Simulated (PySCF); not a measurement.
Gas-phase reaction: ZnCl2 + H2 ⇌ ZnH2 + 2 Cl

Energies from PySCF, thermal terms from the rigid-rotor harmonic-oscillator model, ideal gas at 1 bar. † marks an energy on the PBE0/def2-TZVP geometry and frequencies; other levels use their own. MP2 freezes the core. 6-31G* has spherical d functions here. Open shells (unrestricted): Cl (multiplicity 2, electronic degeneracy 6); the rest are closed-shell singlets. Spin-orbit splitting is ignored; it lowers the true energy and changes the entropy of Cl. B3LYP is the form with VWN-RPA correlation. Zn: all electrons, no relativistic terms. ZnH2: computed as isolated molecules; such fragments, hydroxides, amides, oligomers or adducts are transient or little studied in the gas. MP2 isn't extrapolated to the basis-set limit; its ΔH°(298 K) is 628.4 kJ in def2-SVP and 669.0 kJ in def2-TZVPP. The harmonic model lacks anharmonicity and excited electronic states, which grow with temperature; levels with a mode under 35 cm⁻¹ are left out. Soft modes under 120 cm⁻¹ make the harmonic entropy rough for ZnCl2.

```json
[
 {"level": "B3LYP/6-31G*", "ΔE electronic, kJ": "650", "ΔH°(298 K), kJ": "645", "ΔS°(298 K), J/K": "129", "ΔG°(600 K), kJ": "569"},
 {"level": "B3LYP/def2-TZVP†", "ΔE electronic, kJ": "630", "ΔH°(298 K), kJ": "627", "ΔS°(298 K), J/K": "130", "ΔG°(600 K), kJ": "549"},
 {"level": "HF/6-31G*", "ΔE electronic, kJ": "536", "ΔH°(298 K), kJ": "530", "ΔS°(298 K), J/K": "129", "ΔG°(600 K), kJ": "453"},
 {"level": "M06-2X/def2-TZVP†", "ΔE electronic, kJ": "690", "ΔH°(298 K), kJ": "687", "ΔS°(298 K), J/K": "130", "ΔG°(600 K), kJ": "609"},
 {"level": "MP2/def2-SVP†", "ΔE electronic, kJ": "632", "ΔH°(298 K), kJ": "628", "ΔS°(298 K), J/K": "130", "ΔG°(600 K), kJ": "551"},
 {"level": "PBE0/def2-QZVP†", "ΔE electronic, kJ": "664", "ΔH°(298 K), kJ": "660", "ΔS°(298 K), J/K": "130", "ΔG°(600 K), kJ": "583"},
 {"level": "PBE0/def2-TZVP", "ΔE electronic, kJ": "657", "ΔH°(298 K), kJ": "654", "ΔS°(298 K), J/K": "130", "ΔG°(600 K), kJ": "576"},
 {"level": "ωB97M-V/def2-TZVP†", "ΔE electronic, kJ": "662", "ΔH°(298 K), kJ": "659", "ΔS°(298 K), J/K": "130", "ΔG°(600 K), kJ": "581"}
]
```
ΔH° is lowest at HF/6-31G* and highest at M06-2X/def2-TZVP†. No reference value is set beside these.
